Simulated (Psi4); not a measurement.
C₆H₁₀O₂ (SMILES C=C(C)C(=O)OCC), singlet, at a GFN2-xTB geometry. Base run: CAM-B3LYP/STO-3G in Psi4.

Geometry (Å):
```xyz
18

C     -2.0377     1.5253    -0.8631
C     -1.4927     0.5109    -0.1996
C     -2.2312    -0.3557     0.7683
C     -0.0522     0.2133    -0.4302
O      0.6635     0.8347    -1.1778
O      0.3600    -0.8417     0.2859
C      1.7301    -1.2149     0.1567
C      2.6227    -0.3816     1.0657
H     -1.4457     2.1097    -1.5469
H     -3.0729     1.7963    -0.7454
H     -1.7637    -0.3043     1.7500
H     -2.1961    -1.3941     0.4442
H     -3.2678    -0.0398     0.8483
H      2.0351    -1.0897    -0.8877
H      1.7643    -2.2714     0.4317
H      3.6489    -0.7287     0.9870
H      2.5801     0.6633     0.7682
H      2.2952    -0.4693     2.0991
```
All else is at Psi4's defaults (density fitting; Cartesian or spherical functions as each basis is defined).

Variants of this job, named by their change:

| change | basis functions | E (Eh) | dipole (D) | core-seconds (rough) |
|---|---|---|---|---|
| base | 50 | -379.93807 | 1.29 | 20 |
| basis = 6-31G | 92 | -384.79011 | 1.73 | 30 |
| basis = 3-21G | 92 | -382.79447 | 1.56 | 20 |
| basis = def2-SV(P) | 132 | -384.60753 | 1.75 | 30 |
| basis = 6-31G* | 140 | -384.91209 | 1.75 | 50 |
| basis = cc-pVDZ | 162 | -384.93011 | 1.77 | 40 |
| basis = pcseg-1 | 162 | -384.84956 | 1.86 | 40 |
| basis = 6-31G** | 170 | -384.92611 | 1.76 | 40 |
| basis = 6-311G** | 204 | -385.02191 | 1.80 | 70 |
| basis = def2-SVPD | 246 | -384.65771 | 1.94 | 100 |
| basis = 6-311++G** | 246 | -385.02825 | 1.91 | 100 |
| basis = aug-pcseg-1 | 274 | -384.86651 | 1.92 | 100 |
| basis = def2-TZVP | 308 | -385.07123 | 1.92 | 100 |

Totals compare only among sets that treat the same electrons; sets with core potentials leave the core out.
